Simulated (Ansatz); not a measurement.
Reaction (redistribution): `[AlH2][NH][SiH2]O[SiH3]` + `C/C=[CH]/[AlH2]` → `[AlH2][SiH2]O[SiH3]` + `C/C=C\[NH][AlH2]`

Isolated molecules relaxed with PBE0-D4/def2-TZVP in Ansatz; ΔE leaves out vibrations. CBS: MP2 limit from def2 TZ/QZ plus the TZ coupled-cluster correction, frozen cores. Double bonds are as drawn, so ΔE can hold a change between cis and trans. One conformer a species, not always the lowest.

```json
{"species": "`[AlH2][NH][SiH2]O[SiH3]`", "CCSD(T)/CBS(def2) energy (Eh)": "-955.00198"}
{"species": "`C/C=[CH]/[AlH2]`", "CCSD(T)/CBS(def2) energy (Eh)": "-360.34981"}
{"species": "`[AlH2][SiH2]O[SiH3]`", "CCSD(T)/CBS(def2) energy (Eh)": "-899.60510"}
{"species": "`C/C=C\\[NH][AlH2]`", "CCSD(T)/CBS(def2) energy (Eh)": "-415.69149"}
```

Task: Work out ΔE.

Result: ΔE = (-899.60510) + (-415.69149) − (-955.00198) − (-360.34981) = 0.05520 Eh = +144.9 kJ/mol.

Largest T1 diagnostic among the species: 0.012.

From PBE to PBE0 (25 % exact exchange), in def2-TZVPP and without D4, ΔE moves by +9.9 kJ/mol.
